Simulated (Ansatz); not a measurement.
Mulliken charges of `[SiH3]Br` from B3LYP/def2-TZVPP in Ansatz (PBE0-D4/def2-TZVP geometry).

| atom | x (Å) | y (Å) | z (Å) | charge (e) |
| --- | --- | --- | --- | --- |
| Si1 | -0.137 | 0.041 | -0.051 | 0.354 |
| Br2 | 1.863 | -0.720 | 0.535 | -0.227 |
| H3 | -1.055 | -0.120 | 1.100 | -0.042 |
| H4 | -0.616 | -0.746 | -1.210 | -0.042 |
| H5 | -0.005 | 1.471 | -0.414 | -0.042 |

Question: By hand: the dipole of these point charges (1 e Å = 4.8032 D).

Answer: Σ q r = (-0.401, 0.153, -0.117) e Å, of length 0.445 e Å = 2.14 D.

Question: How does the dipole of the full density compare? (Estimate.)

Answer: Computed: (-0.243, 0.092, -0.071) e Å, 1.29 D; the point charges give 1.66 times that, at 0° from its direction.

Point charges leave out the atoms' own dipoles, such as those of lone pairs, and Mulliken's split depends on the basis, so the two needn't agree.

B3LYP here is the variant with VWN-RPA as its local correlation; programs differ in this.
